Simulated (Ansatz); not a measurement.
Relaxation of BF$_{2}$H$_{4}$NSi (9 atoms, charge 0, multiplicity 1), to a largest force component of 0.015 eV/Å in at most 40 steps.

These are results of RKS r2SCAN-D4/def2-mTZVP in Ansatz 0.2.0, not measurements.

```xyz
9
Properties=species:S:1:pos:R:3:forces:R:3
F -1.847 -0.564 1.729 1.07 1.31 -3.39
B -1.441 -0.123 0.405 1.30 0.54 2.56
N -0.290 0.833 0.248 -2.43 1.41 -0.90
Si -0.766 2.485 0.962 1.27 -1.87 -0.05
F 0.432 3.560 0.786 -0.59 -0.52 -0.12
H -2.024 -0.471 -0.555 -0.32 -0.58 -0.04
H -0.173 1.066 -0.803 -0.18 -0.91 1.86
H -1.993 2.938 0.323 -0.17 0.48 -0.42
H -1.024 2.215 2.365 0.04 0.13 0.50
```

Where does it end, and by what steps?

It converged. After 26 steps the energy has fallen by 1.219 eV; H8 moved furthest, 1.01 Å.

| step | energy less start (eV) | largest force component (eV/Å) | accepted |
| --- | --- | --- | --- |
| 0 | 0.0000 | 3.392 | yes |
| 1 | -0.6538 | 1.855 | yes |
| 2 | -0.8585 | 1.375 | yes |
| 3 | -1.0258 | 0.429 | yes |
| 4 | -1.1049 | 0.408 | yes |
| 5 | -1.1639 | 0.607 | yes |
| 6 | -1.1743 | 0.088 | yes |
| 7 | -1.1761 | 0.117 | yes |
| 8 | -1.1811 | 0.191 | yes |
| 9 | -1.1760 | 0.541 | no |
| 10 | -1.1883 | 0.071 | yes |
| 11 | -1.1936 | 0.155 | yes |
| 12 | -1.1851 | 0.506 | no |
| 13 | -1.1980 | 0.124 | yes |
| 14 | -1.2016 | 0.205 | yes |
| 15 | -1.2049 | 0.313 | yes |
| 16 | -1.2115 | 0.255 | yes |
| 17 | -1.2153 | 0.096 | yes |
| 18 | -1.2150 | 0.202 | no |
| 19 | -1.2170 | 0.047 | yes |
| 20 | -1.2175 | 0.095 | yes |
| 21 | -1.2169 | 0.193 | no |
| 22 | -1.2183 | 0.044 | yes |
| 23 | -1.2183 | 0.040 | yes |
| 24 | -1.2184 | 0.021 | yes |
| 25 | -1.2185 | 0.016 | yes |
| 26 | -1.2185 | 0.007 | yes |

```xyz
9
Properties=species:S:1:pos:R:3
F -1.214 -0.488 1.707
B -1.233 -0.214 0.396
N -1.098 1.129 -0.017
Si -0.878 2.532 0.983
F 0.679 2.768 1.307
H -1.369 -1.115 -0.375
H -1.091 1.275 -1.021
H -1.344 3.708 0.217
H -1.579 2.343 2.265
```

Whether the end is a true minimum wasn't checked by a vibrational analysis.

Time of the run: 54 s on 2 threads of AMD EPYC 9R14 (Zen 4) (shared host), peak memory 0.18 GiB.
